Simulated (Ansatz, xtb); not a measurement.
System: SiI₂ (charge +1, doublet). 
Structure (B3LYP-D3(BJ)/def2-TZVP (Ansatz, an electronic-structure program) minimum search):
```
Si
I 1 2.3737
I 1 2.3737 2 123.39
```
Charge +1, spin multiplicity 2.

Harmonic wavenumbers from GFN2-xTB (xtb, at its own minimum), cm⁻¹: 64, 299, 505.

### Question
Give the harmonic wavenumbers at B3LYP-D3(BJ)/def2-TZVP (Ansatz, finite differences of forces, unscaled).

### Answer
84, 300, 451 cm⁻¹. Zero-point energy 1.2 kcal/mol.

### Question
From these and the geometry, give the ideal-gas thermochemistry at 298.15 K and 1 atm (rigid rotor, harmonic oscillator).

### Answer
Point group C2v, rotational symmetry number 2. Rotational constants 15.78, 0.4559, 0.4431 GHz. S(trans) 42.81, S(rot) 27.62, S(vib) 6.00, S(elec, spin only) 1.38, S 77.8 cal/(mol K). H(298) - H(0) 3.28 kcal/mol; G - E(el) -18.7 kcal/mol.
